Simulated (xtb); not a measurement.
Cl3Pb (SMILES [Cl][Pb-]([Cl])[Cl]), charge -1, singlet, geometry from GFN2-xTB (such geometries of metal compounds can be far from the true shape). Base run: GFN0-xTB in xtb.

Geometry (Å):
```xyz
4

Pb    -0.0036     0.0072     0.4241
Cl     2.2711    -0.5634    -0.6532
Cl    -0.6485     2.2261    -0.7252
Cl    -1.6051    -1.6972    -0.6672
```
Charge -1, spin multiplicity 1.
All else is at xtb's defaults.
Base energy -16.83343 Eh.

Variants of this job, named by their change:

```json
[
 {"change": "base", "ΔE vs base (mEh)": "0.000", "HOMO-LUMO gap (eV)": "6.17"},
 {"change": "acc = 0.0001", "ΔE vs base (mEh)": "0.000", "HOMO-LUMO gap (eV)": "6.17"},
 {"change": "etemp = 10", "ΔE vs base (mEh)": "0.000", "HOMO-LUMO gap (eV)": "6.17"},
 {"change": "etemp = 5000", "ΔE vs base (mEh)": "-0.095", "HOMO-LUMO gap (eV)": "6.17"},
 {"change": "acc = 1000", "ΔE vs base (mEh)": "0.000", "HOMO-LUMO gap (eV)": "6.17"}
]
```
